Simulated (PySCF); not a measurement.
Species: CH8ClPSi2.
Structure used (PBE0-D3(BJ)/def2-SVP), in Å, numbered top down from 1:
```xyz
13
CH8ClPSi2 angstrom
Si     0.356    0.898    1.497
C      1.249    2.322    0.640
Si     3.093    2.443    0.916
P      4.122    0.636    0.043
Cl     3.439    2.653    2.958
H     -1.093    0.913    1.131
H      0.484    1.016    2.978
H      0.941   -0.409    1.065
H      0.789    3.268    0.975
H      1.080    2.246   -0.449
H      3.665    3.651    0.254
H      3.741   -0.221    1.121
H      5.383    0.970    0.625
```

Theory: PBE0-D3(BJ)/def2-SVP geometry optimisation, gas phase (PySCF 2.14.0).

Take the most abundant isotopes and a rigid rotor. The values belong to one conformer with, in the numbering `[SiH3:1][CH2:2][Si@H:3]([PH2:4])[Cl:5]`, Si1–C2–Si3–P4 64°, C2–Si3–P4–H -77° and -171°.

(1) What are A, B and C (GHz)?

(2) Classify the top.

(3) Is it planar, by Δ = Ic − Ia − Ib?

(4) List the rotational levels J(Ka,Kc) to J = 3 (MHz).

(5) Which types of transition are allowed, and where do some lines up to J = 3 fall?

## Answers

(1) Ia = 278.86, Ib = 366.00, Ic = 529.04 u·Å²; 505379 MHz·u·Å²/I gives 1812, 1381 and 955.3 MHz, that is A = 1.8123, B = 1.3808, C = 0.9553 GHz.

(2) An asymmetric top; Ray's κ = -0.007.

(3) Not planar: Δ = Ic − Ia − Ib = -115.83 u·Å². For a rigid frame Δ = −2 Σ m c², so Σ m c² = 57.91 u·Å² lies off the ab plane: 15.87 from hydrogen and 42.04 from heavier atoms. The atom farthest from that plane is 2.00 Å away.

(4) Above 0(0,0):
J = 1: 1(0,1) 2336, 1(1,1) 2768, 1(1,0) 3193
J = 2: 2(0,2) 6812, 2(1,2) 7014, 2(1,1) 8291, 2(2,1) 9585, 2(2,0) 9781
J = 3: 3(0,3) 13213, 3(1,3) 13280, 3(1,2) 15769, 3(2,2) 16593, 3(2,1) 17397, 3(3,1) 19919, 3(3,0) 19983
The levels of one J sum to (2J + 1)J(J + 1)(A + B + C)/3.

(5) The dipole components are |μa| = 0.46 D, |μb| = 0.47 D, |μc| = 0.91 D. The squared components, which scale the intensities, stand as 0.26 : 0.27 : 1.00 (a : b : c). Some lines, for components of 0.1 D or more:

```csv
type,branch,"J(Ka,Kc)",MHz,lower level (cm⁻¹)
c,Q,"3(2,2) ← 3(1,2)",824,0.526
b,R,"1(1,1) ← 0(0,0)",2768,0.000
b,Q,"3(3,1) ← 3(2,2)",3325,0.553
b,R,"2(0,2) ← 1(1,1)",4045,0.092
a,R,"2(0,2) ← 1(0,1)",4476,0.078
b,R,"3(0,3) ← 2(1,2)",6199,0.234
c,R,"2(2,1) ← 1(1,1)",6818,0.092
b,R,"3(2,2) ← 2(1,1)",8303,0.277
b,R,"3(2,1) ← 2(1,2)",10383,0.234
b,R,"3(3,0) ← 2(2,1)",10397,0.320
```

No PBE0-D3(BJ)/def2-SVP frequencies stand behind this structure, so it isn't proved a minimum. No vibrational averaging or centrifugal distortion is included, and the geometry carries the error of its method. A rigid rotor knows nothing of internal rotation, which can split or shift real lines. Quadrupole hyperfine structure (35Cl) is left out.
